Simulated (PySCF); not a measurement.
Mayer bond orders and bond lengths

Species: C3H8OSi.
SMILES with atom numbers: `[CH3:1][C@H:2]1[O:3][CH2:4][SiH2:5]1` (hydrogens: H6, H7, H8 on C1; H9 on C2; H10, H11 on C4; H12, H13 on Si5)

Structure used (GFN2-xTB), in Å, numbered top down from 1:
```
atom  x, y, z in Å
C1     1.678   -0.452   -0.186
C2     0.514    0.023    0.675
O3     0.079    1.345    0.299
C4    -1.238    1.119   -0.219
Si5   -1.226   -0.724    0.311
H6     1.978   -1.453    0.114
H7     1.393   -0.468   -1.236
H8     2.525    0.222   -0.074
H9     0.833    0.050    1.724
H10   -1.265    1.324   -1.294
H11   -1.948    1.791    0.270
H12   -1.291   -1.717   -0.759
H13   -2.036   -1.060    1.479
```

Bond orders from the PBE0/pcSseg-1 density (PySCF). Geometry: GFN2-xTB; no solvent, vibrations or thermal averaging.

Q: How far do the computed orders between heavy atoms stray from the drawn ones?

A: The largest departure is 0.107, at C2–O3 (drawn single, 0.893).

Q: Set the Mayer orders of the bonds between heavy atoms beside their lengths.

A: 
```
  bond  drawn as  length (Å)  Mayer order
 C1–C2    single       1.523        1.027
 C2–O3    single       1.442        0.893
 O3–C4    single       1.434        0.911
C4–Si5    single       1.917        0.937
Si5–C2    single       1.928        0.903
```

Bonds between the same two heavy elements. C–O: all 2 within 0.02 of one another (0.893 to 0.911). C–Si: lowest Si5–C2 (0.903, 1.928 Å), highest C4–Si5 (0.937, 1.917 Å).

Q: And the bonds to hydrogen?

A: C–H: 0.94 to 0.96 (6 bonds); H–Si: 0.93 to 0.94 (2 bonds).

Q: Sum the orders of all bonds at each heavy atom with more than one neighbour and set the sums beside the valence in the SMILES.

A: C1 3.902 (drawn 4), C2 3.760 (drawn 4), O3 1.804 (drawn 2), C4 3.739 (drawn 4), Si5 3.707 (drawn 4). Orders between atoms that aren't bonded are not in these sums.

For a closed shell the Mayer order of atoms A and B is Σ (PS)μν (PS)νμ over the basis functions μ on A and ν on B, with P the density and S the overlap matrix.

The run behind these numbers computed NMR shieldings as well. Hardware: an Arm Neoverse V2 with one thread, shared host with 32 logical CPUs at a one-minute load of 30. Cost: 16 s wall, 0.62 GiB resident at most.
